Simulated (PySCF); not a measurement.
From a computed spectrum to the compound

A species of 6 atoms with charge 0 has these harmonic modes (BP86, small Gaussian bases with core potentials, PySCF 2.14.0):

```json
{"cm⁻¹": "46", "km/mol": "0.4", "symmetry": "a1"}
{"cm⁻¹": "70", "km/mol": "0.0", "symmetry": "a2"}
{"cm⁻¹": "83", "km/mol": "4.8", "symmetry": "b1"}
{"cm⁻¹": "153", "km/mol": "0.1", "symmetry": "b2"}
{"cm⁻¹": "163", "km/mol": "0.9", "symmetry": "a1"}
{"cm⁻¹": "223", "km/mol": "10.3", "symmetry": "a1"}
{"cm⁻¹": "311", "km/mol": "41.2", "symmetry": "b1"}
{"cm⁻¹": "326", "km/mol": "65.1", "symmetry": "a1"}
{"cm⁻¹": "450", "km/mol": "0.0", "symmetry": "a2"}
{"cm⁻¹": "475", "km/mol": "44.7", "symmetry": "b2"}
{"cm⁻¹": "531", "km/mol": "1.4", "symmetry": "a1"}
{"cm⁻¹": "567", "km/mol": "285.9", "symmetry": "b1"}
```

Which species is it, and in which structure?

Bi2O2Cl2 (singlet):
```xyz
6

Bi    0.0000    0.3240    1.6164
Bi    0.0000    0.3240   -1.6164
O     1.4011    0.3109    0.0000
O    -1.4011    0.3109    0.0000
Cl    0.0000   -2.0784    2.3255
Cl    0.0000   -2.0784   -2.3255
```
Ideal gas at 298.15 K and 1 bar: S = 422.1 J/(mol K), Cp = 115.8 J/(mol K), H − H(0 K) = 25.3 kJ/mol (rigid rotor, harmonic modes, spin degeneracy alone; the modes under 60 cm⁻¹ make these uncertain). 
 The answer isn't unique; the calculation gave this one.
